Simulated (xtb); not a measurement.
Ga(Cl)2(OMe) (CH₃Cl₂GaO), SMILES [Cl][Ga]([O]C)[Cl]. All values are semi-empirical tight-binding results from xtb (GFN2-xTB unless named), good for trends rather than for accurate numbers. Coordinates come from a GFN2-xTB optimisation. The structure was generated by enumeration; whether it is a known compound was not checked. One conformer was computed; it need not be the lowest.

Optimised geometry:

```xyz
8

Ga     0.0706     0.1325     0.0158
Cl     1.3742     1.6490    -0.5164
Cl    -1.1640     0.0051     1.7033
O      0.0629    -1.1870    -1.1619
C     -0.6372    -2.4176    -1.2519
H     -1.2469    -2.4079    -2.1585
H      0.0932    -3.2279    -1.3135
H     -1.2875    -2.5900    -0.3879
```

For metal compounds this method's bond lengths and energies can be far off.

Computed properties:
```json
{
 "orbital_gap": "3.66 eV",
 "zero_point_energy": "26.3 kcal/mol",
 "G − E(el) at 298.15 K (modified RRHO)": "4.5 kcal/mol"
}
```

Computed atomic charges and the Wiberg bond orders between heavy atoms:
charges (e) Ga1 0.06, Cl2 0.02, Cl3 -0.01, O4 -0.30, C5 0.04, H6 0.06, H7 0.06, H8 0.06. Bond orders Ga1–Cl2 1.32, Ga1–Cl3 1.26, Ga1–O4 1.18, O4–C5 0.96.
